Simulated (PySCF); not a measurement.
An unknown gives this computed stick spectrum. Method: TDDFT CAM-B3LYP/def2-SVPD, vertical, gas phase, core orbitals frozen in the response in PySCF. Geometries: GFN2-xTB, one conformer each.

```
state  E (eV)       f  main configurations (H = HOMO, L = LUMO)
   S1    4.60  0.0002                               H-1→L (91%)
   S2    5.64   0.115                                 H→L (83%)
   S3    6.10   0.046                     H-2→L (83%), H→L (9%)
   S4    6.45   0.073                               H-3→L (80%)
   S5    6.90  0.0006                  H-4→L (46%), H-6→L (40%)
   S6    7.28  0.0066                  H-4→L (49%), H-6→L (41%)
   S7    7.62   0.047                               H-5→L (82%)
   S8    7.74   0.031     H→L+1 (38%), H→L+2 (18%), H-5→L (12%)
```

Triplets computed (Tamm–Dancoff): 3.65, 4.15, 5.41 eV.

Problem. Which structure fits? All have the formula C6H9ClO.
A. `Cl[C@@H]1CC[C@@H]1[C@H]1CO1`
B. `C=CC[C@@H](C)C(=O)Cl`
C. `C=C(C(=O)Cl)C(C)C`
D. `CC[C@@H]1C[C@H]1C(=O)Cl`
E. `CCC1(C(=O)Cl)CC1`

Solution. C. Its S1, at 4.60 eV, is the lowest among the candidates; the nearest of the others has S1 at 5.13 eV. S1 is HOMO-1→LUMO (91%). Löwdin shares by element: HOMO carbon 67% or more, chlorine 10% (atoms not listed hold the other 23%); LUMO carbon 62% or more, oxygen 22% (atoms not listed hold the other 17%). At the same level the other candidates give, for their lowest levels:
- `CC[C@@H]1C[C@H]1C(=O)Cl`: 5.26 eV (f 0.000); 6.57 eV (f 0.009); 7.04 eV (f 0.138); 7.13 eV (f 0.204); 7.58 eV (f 0.016); T1 4.80 eV; HOMO -9.85, LUMO 0.10 eV
- `Cl[C@@H]1CC[C@@H]1[C@H]1CO1`: 7.32 eV (f 0.005); 7.38 eV (f 0.003); 7.78 eV (f 0.006); 7.93 eV (f 0.011); 7.98 eV (f 0.009); T1 6.71 eV; HOMO -9.35, LUMO 1.20 eV
- `CCC1(C(=O)Cl)CC1`: 5.19 eV (f 0.000); 6.85 eV (f 0.006); 6.99 eV (f 0.144); 7.05 eV (f 0.040); 7.49 eV (f 0.004); T1 4.71 eV; HOMO -9.76, LUMO 0.13 eV
- `C=CC[C@@H](C)C(=O)Cl`: 5.13 eV (f 0.001); 6.15 eV (f 0.007); 6.68 eV (f 0.002); 7.19 eV (f 0.008); 7.38 eV (f 0.319); T1 4.44 eV; HOMO -8.98, LUMO 0.09 eV

Conformer computed: `[CH2:1]=[C:2]([C:3](=[O:4])[Cl:5])[CH:6]([CH3:7])[CH3:8]`: C1–C2–C3–O4 160°, C1–C2–C6–C7 108°.
